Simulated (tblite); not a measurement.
Species: C₆H₁₁As.
SMILES with atom numbers: `[CH2:1]=[CH:2][C@@H:3]1[CH2:4][CH2:5][AsH:6][CH2:7]1` (hydrogens: H8, H9 on C1; H10 on C2; H11 on C3; H12, H13 on C4; H14, H15 on C5; H16 on As6; H17, H18 on C7)

Computed with GFN2-xTB (tblite), gas phase: L-BFGS steps from a force-field or distance-geometry start until the largest atomic force falls under 0.01 eV/Å.

Step 61: E = -565.5693 eV
```
atom  x, y, z in Å  |  force x, y, z in eV/Å
C1      2.7242   -0.6792    0.2910    0.013  -0.018  -0.004
C2      1.7172    0.0706   -0.1184    0.034   0.029  -0.012
C3      0.2802   -0.3014    0.0594    0.014   0.009  -0.020
C4     -0.6140    0.0577   -1.1282    0.013  -0.001   0.012
C5     -2.0379   -0.2849   -0.7119    0.008   0.011  -0.008
As6    -2.2685    0.4455    1.1204   -0.025  -0.009   0.006
C7     -0.2849    0.4240    1.2907    0.052  -0.025  -0.008
H8      3.7507   -0.3735    0.1823    0.009   0.023   0.001
H9      2.5658   -1.6386    0.7607   -0.011   0.036  -0.060
H10     1.9015    1.0427   -0.5630   -0.019  -0.059  -0.001
H11     0.2186   -1.3856    0.2170   -0.051   0.033   0.050
H12    -0.5366    1.1314   -1.3332    0.027  -0.057   0.023
H13    -0.3156   -0.4855   -2.0308    0.010   0.026   0.069
H14    -2.1591   -1.3719   -0.6500   -0.011   0.016  -0.063
H15    -2.7768    0.0963   -1.4195   -0.018  -0.008   0.035
H16    -2.3046    1.8857    0.6654   -0.051   0.035  -0.057
H17     0.0894    1.4501    1.3333    0.005  -0.018  -0.017
H18     0.0417   -0.0771    2.2033   -0.002  -0.024   0.054
```

Step 62: E = -565.5708 eV
```
atom  x, y, z in Å  |  force x, y, z in eV/Å
C1      2.7273   -0.6806    0.2837   -0.013   0.005   0.027
C2      1.7169    0.0717   -0.1137    0.050   0.006  -0.026
C3      0.2797   -0.3027    0.0637    0.039   0.011  -0.036
C4     -0.6129    0.0552   -1.1268    0.016  -0.007   0.022
C5     -2.0380   -0.2852   -0.7128    0.002   0.018   0.013
As6    -2.2681    0.4457    1.1221   -0.038  -0.020  -0.028
C7     -0.2851    0.4251    1.2934    0.042  -0.023  -0.026
H8      3.7542   -0.3705    0.1812   -0.033   0.001  -0.010
H9      2.5658   -1.6420    0.7481    0.018   0.024  -0.061
H10     1.8997    1.0462   -0.5525   -0.027  -0.039  -0.004
H11     0.2176   -1.3867    0.2232   -0.045   0.038   0.042
H12    -0.5344    1.1280   -1.3362    0.030  -0.061   0.037
H13    -0.3134   -0.4905   -2.0275    0.012   0.021   0.070
H14    -2.1649   -1.3718   -0.6587    0.003   0.010  -0.035
H15    -2.7764    0.0998   -1.4183   -0.017   0.013   0.024
H16    -2.3057    1.8849    0.6627   -0.050   0.029  -0.050
H17     0.0890    1.4514    1.3276    0.004  -0.011   0.008
H18     0.0400   -0.0717    2.2093    0.006  -0.015   0.034
```

Task: Estimate the geometry and energy of step 63. (The exact step hangs on the optimiser's Hessian estimate; all steps are aligned on step 62, rigid shifts and turns removed.)

Result: E = -565.5721 eV, largest force 0.087 eV/Å
```
atom  x, y, z in Å  |  force x, y, z in eV/Å
C1      2.7301   -0.6837    0.2748   -0.034   0.005   0.053
C2      1.7169    0.0723   -0.1084    0.054   0.038  -0.045
C3      0.2796   -0.3035    0.0678    0.047   0.006  -0.021
C4     -0.6111    0.0516   -1.1253    0.016  -0.008   0.030
C5     -2.0377   -0.2850   -0.7140   -0.008   0.010   0.026
As6    -2.2690    0.4463    1.1221   -0.030  -0.018  -0.046
C7     -0.2848    0.4278    1.2952    0.014  -0.013  -0.028
H8      3.7566   -0.3680    0.1796   -0.055  -0.019  -0.018
H9      2.5670   -1.6512    0.7268    0.043   0.034  -0.067
H10     1.8967    1.0542   -0.5342   -0.028  -0.066   0.005
H11     0.2154   -1.3863    0.2320   -0.032   0.022   0.028
H12    -0.5305    1.1224   -1.3400    0.033  -0.034   0.043
H13    -0.3097   -0.4973   -2.0226    0.014   0.006   0.051
H14    -2.1676   -1.3713   -0.6643    0.005   0.004  -0.014
H15    -2.7761    0.1014   -1.4189   -0.005   0.026   0.021
H16    -2.3118    1.8863    0.6610   -0.041   0.012  -0.044
H17     0.0892    1.4542    1.3210   -0.001  -0.004   0.030
H18     0.0380   -0.0639    2.2158    0.009  -0.001  -0.003
```

The energy changes by -0.0013 eV. The first-order estimate −F·Δx gives -0.0018 eV and the mean of the old and new forces, exact on a quadratic surface, -0.0013 eV. The step makes an angle of 78° with the force vector and moves no atom by more than 0.023 Å.

What follows is the cost of the whole relaxation. Hardware: an Arm Neoverse N1 with one thread (shared host). Cost: 1.1 s wall.
